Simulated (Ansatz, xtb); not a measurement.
**Ligand exchange: C2H5Br + HOI → C2H6O + IBr**

Gas-phase species: C2H5Br (bromoethane) `CCBr`, singlet; HOI (hypoiodous acid) `OI`, singlet; C2H6O (ethanol) `CCO`, singlet; IBr, singlet. The partners trade Br for OH: C–Br and I–OH bonds give way to C–OH and I–Br.

Shapes, held fixed at every level: PBE0-D4/def2-TZVP. Flexible molecules stand in one conformer, not always the lowest. Programs: Ansatz 0.2.0, xtb 6.7.1. The zero-point and thermal change to 298 K, harmonic and unscaled (PBE0-D4/def2-TZVP), is +5.1 kJ/mol.

**What was measured.** Tabulated heats of formation (Active Thermochemical Tables): C2H5Br -63.1; HOI -61.3; C2H6O -234.6; IBr +40.8 kJ/mol, which give ΔH(298 K) = -69.4 kJ/mol.

| level | kind | ΔH (kJ/mol) | computed − measured |
| --- | --- | --- | --- |
| GFN0-xTB | semi-empirical | -115.0 | -45.6 |
| SPW92/def2-TZVPP | LDA | -71.3 | -1.9 |
| PBE-D4/def2-TZVPP | GGA | -64.7 | +4.7 |
| r2SCAN0-D4/def2-TZVPP | global hybrid | -75.0 | -5.6 |
| wB97X-V/def2-TZVPP | range-separated hybrid | -68.1 | +1.3 |
| MP2/def2-SVP | perturbation theory | -83.6 | -14.2 |
| MP2/def2-TZVPP | perturbation theory | -58.0 | +11.4 |
| CCSD(T)/def2-SVP | coupled cluster or CI | -88.3 | -18.9 |
| CCSD(T)/def2-TZVPP | coupled cluster or CI | -60.8 | +8.6 |

Nearest: wB97X-V/def2-TZVPP (+1.3); farthest: GFN0-xTB (-45.6). 5 of 9 levels lie within 10 kJ/mol. For atoms past krypton def2 sets carry core potentials with scalar relativity. Relativity is left out for Br. Outer-core shells of Br, I are correlated, in sets that cover them unevenly.
